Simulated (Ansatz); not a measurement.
Calculated with Ansatz (gas phase, PBE0-D4/def2-TZVP geometries, no zero-point term in ΔE). CBS: MP2 limit from def2 TZ/QZ plus the TZ coupled-cluster correction, frozen cores. This one scheme is used for every species.

`C[Si](F)([SiH3])Cl` + `[AlH3]` → `C[Si]([AlH2])([SiH3])Cl` + H–F  (formal exchange of groups at the Si–F bond)

`C[Si](F)([SiH3])Cl`:

```xyz
11

C     0.623    1.592    0.445
Si   -0.248   -0.017    0.717
F    -1.720    0.295    1.265
Si   -0.425   -1.420   -1.149
Cl    0.727   -1.062    2.198
H     0.663    2.161    1.377
H     1.645    1.421    0.099
H     0.097    2.188   -0.306
H     0.942   -1.765   -1.622
H    -1.150   -2.663   -0.777
H    -1.155   -0.729   -2.246
```

`[AlH3]`:

Cartesian coordinates in Å:
```
Al 0.000 0.000 0.000
H 0.795 0.617 1.226
H -1.315 0.710 -0.530
H 0.520 -1.327 -0.695
```

`C[Si]([AlH2])([SiH3])Cl`:

Cartesian coordinates in Å:
```
C -1.612 1.030 0.021
Si -0.267 -0.275 0.007
Al 0.463 -1.128 -2.174
Si 1.427 0.267 1.529
Cl -1.128 -2.065 0.720
H -1.205 1.987 -0.320
H -2.432 0.750 -0.643
H -2.009 1.165 1.029
H -0.520 -1.057 -3.422
H 1.865 -1.859 -2.310
H 0.869 0.520 2.886
H 2.127 1.501 1.069
H 2.421 -0.836 1.609
```

H–F:

Cartesian coordinates in Å:
```
F 0.124 -0.083 0.435
H -0.124 0.083 -0.435
```

```
             level  ΔE (kJ/mol)
CCSD(T)/def2-TZVPP        135.8
    CCSD/CBS(def2)        139.4
```

(1) What does CCSD(T)/CBS give? (Estimate.)

Largest T1 diagnostic among the species: 0.012.

Results:

(1) Ansatz gave: +134.5 kJ/mol. The listed levels differ from it by 1.3, 4.9 kJ/mol.

From PBE to PBE0 (25 % exact exchange), in def2-TZVPP and without D4, ΔE moves by +4.8 kJ/mol. The D4 term adds −8.0 kJ/mol with B3LYP and −4.8 kJ/mol with PBE0; it sums over pairs of atoms, weighted by their polarisabilities, and B3LYP, whose exchange is more repulsive, gets the larger term. In def2-TZVPP, CCSD(T) changes the Hartree–Fock value by −33.8 kJ/mol (the triples alone add −4.9 kJ/mol) and MP2 by −30.7 kJ/mol.

CCSD(T)/CBS has its own doubt, a few kJ/mol and more with outer-core shells, so smaller differences from it don't rank the levels.

B3LYP here is the variant with VWN-RPA as its local correlation; programs differ in this.
